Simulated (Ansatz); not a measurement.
A made-up structure of Si2H3ClO, singlet:

O1  (-0.884, 1.353, -0.330)
Si2  (-0.332, -0.087, -0.170)
Si3  (1.520, -0.196, 0.146)
Cl4  (-1.296, -1.735, -1.056)
H5  (-1.542, 1.296, -0.781)
H6  (1.412, 0.922, 1.315)
H7  (1.122, -1.553, 0.876)
(Å)

It is relaxed with PBE-D4/def2-SVP and then PBE0-D4/def2-TZVP (Ansatz 0.2.0). Atoms count as bonded within 1.22 times the sum of their covalent radii (H–H: 0.88 Å). The end point is not checked to be a true minimum.

Does its bonding change? (Judge from chemistry; the calculation decides.)

By the calculation: No: no bond forms or breaks.

Where it ends: The first stage lowers the energy by 3.46 eV in 14 steps. It ends as Si₂H₃ClO ([OH][Si]([SiH2])[Cl]):
```
atom    x (Å)    y (Å)    z (Å)
  O1  -1.1466   1.3588  -0.4899
 Si2  -0.3960  -0.0518  -0.2033
 Si3   1.7631  -0.2945   0.3382
 Cl4  -1.4911  -1.5117  -1.1421
  H5  -1.9461   1.3669  -1.0230
  H6   1.7133   0.7202   1.4519
  H7   1.5035  -1.5880   1.0682
```

Labels in which every atom is bracketed show which atoms are joined, not bond orders.

For scale, one of the runs: PBE0-D4/def2-TZVP relaxation, 160 basis functions, launched by `ansatz run in.yaml --threads 2 --pin off --events-out ev --progress --plain --max-ram 4352MiB`. Hardware: 2 CPU threads of an Arm Neoverse V1, shared host. Wall time about 33 s.
